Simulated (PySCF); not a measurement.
From computed data to an observable: oscillator strength and radiative lifetime

B(Br)(NH2)2 (BBrH₄N₂), SMILES NB(Br)N.

Coordinates come from a PBE0-D3(BJ)/def2-SVP optimisation. The structure was generated by enumeration, and PubChem lists no compound with its InChIKey, so it may never have been made. The values are those of a single conformer.

TDA-ωB97X/def2-SVPD run with PySCF 2.14.0 puts the first singlet state with f over 0.02 at 7.82 eV (vertical), with the transition dipole (0.000, -0.569, 0.000) in atomic units.

**Question.** Find the oscillator strength, the wavelength and the radiative lifetime that this transition would have in vacuum if emission retraced absorption.

**Answer.** 
|μ|² = 0.3238 au, so |μ| = 1.45 D. ΔE = 7.82/27.211 = 0.2874 hartree. f = (2/3) ΔE |μ|² = 0.062 (the program prints 0.062).
λ = 1239.84/7.82 = 159 nm; ν = 63073 cm⁻¹.
Einstein's coefficient A = 0.6670 ν² f s⁻¹ (ν in cm⁻¹) = 1.6e8 s⁻¹, so τ = 1/A = 6.1 ns. This state is S3; the lower singlets have f = 0.000, 0.001. The figure is the radiative limit of this one transition; relaxation, internal conversion, crossing to triplets and a medium change what is measured.
